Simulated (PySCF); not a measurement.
C₂H₅NOSi, SMILES C#C[Si@@H](O)N. Geometry optimised at PBE-D3(BJ)/def2-SVP. The structure was generated by enumeration; whether it is a known compound was not checked. Other conformers were not sampled.

These are PBE-D3(BJ)/def2-SVP (PySCF 2.14.0) values and carry that method's errors.

Harmonic wavenumbers (cm⁻¹): 122, 144, 170, 255, 313, 336, 374, 404, 594, 697, 698, 708, 778, 819, 867, 900, 914, 1480, 2084, 2201, 3389, 3503, 3605, 3745. Rotational constants (GHz): 6.149, 2.841, 2.151; symmetry number 1.

Question: Work out the zero-point energy and the ideal-gas rigid-rotor harmonic-oscillator thermochemistry at 298.15 K and 1 atm.

Answer: ZPE = ½ Σ hcν = ½ × 29098 cm⁻¹ = 174.05 kJ/mol. H − E(el) = 196.27 kJ/mol. Entropy in J/(mol K): translation 164.47, rotation 111.09, vibration 70.21, total 345.76. G − E(el) = 93.18 kJ/mol. Cp = 117.66 J/(mol K). Modes under 150 cm⁻¹ make the vibrational entropy uncertain.
